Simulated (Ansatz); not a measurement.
`[SiH3]O[SiH](Br)O[SiH3]` → silanol + `[SiH3]O[Si]Br`  (silylene formation by 1,1-elimination)

Gas-phase electronic energies from Ansatz, PBE0-D4/def2-TZVP geometries. CCSD(T)/CBS adds triple-zeta CCSD(T) − MP2 to the extrapolated MP2 energy (def2 sets, frozen cores). DFT in def2-TZVPP. For Br outer-core shells are correlated without core-valence functions, which leaves a few kJ/mol of doubt a bond. Scalar relativity is left out up to krypton. One conformer a species, not always the lowest.

`[SiH3]O[SiH](Br)O[SiH3]`:

Z-matrix (Å, degrees):
```
Si
O 1 1.646
H 1 1.482 2 107.3
H 1 1.485 2 109.9 3 119.5
H 1 1.483 2 109.8 3 -119.7
Si 2 1.613 1 144.5 3 -168.8
O 6 1.613 2 111.4 1 85.4
Br 6 2.225 2 108.6 1 -34.2
H 6 1.468 2 109.5 1 -153.2
Si 7 1.646 6 144.3 2 -89.5
H 10 1.483 7 109.9 6 -69.8
H 10 1.482 7 107.3 6 170.5
H 10 1.485 7 109.9 6 50.9
```

`O[SiH3]`:

Cartesian coordinates in Å:
```
O -1.120 -0.172 -0.599
Si 0.362 0.152 0.044
H -1.696 -0.767 -0.118
H 0.252 0.788 1.386
H 1.020 1.083 -0.901
H 1.181 -1.083 0.189
```

`[SiH3]O[Si]Br`:

```xyz
7

Si   -0.657    0.570   -0.359
O     0.586    0.500    0.744
Si    1.730   -0.464    1.382
Br    1.379   -2.422    0.242
H    -0.134    0.280   -1.715
H    -1.704   -0.410    0.013
H    -1.202    1.946   -0.306
```

```
             level  ΔE (eV)
           ωB97M-V     2.70
              PBE0     2.67
    MP2/def2-QZVPP     2.97
SCS-MP2/def2-QZVPP     2.92
```

**Question.** What does CCSD(T)/CBS give? (Estimate.)

**Answer.** Ansatz gave: +2.84 eV. The listed levels differ from it by -0.14, -0.17, 0.13, 0.08 eV.

Largest T1 diagnostic among the species: 0.012.

The D4 term adds +0.20 eV with B3LYP and +0.12 eV with PBE0; it sums over pairs of atoms, weighted by their polarisabilities, and B3LYP, whose exchange is more repulsive, gets the larger term. From PBE to PBE0 (25 % exact exchange), in def2-TZVPP and without D4, ΔE moves by +0.27 eV.

B3LYP here is the variant with VWN-RPA as its local correlation; programs differ in this.
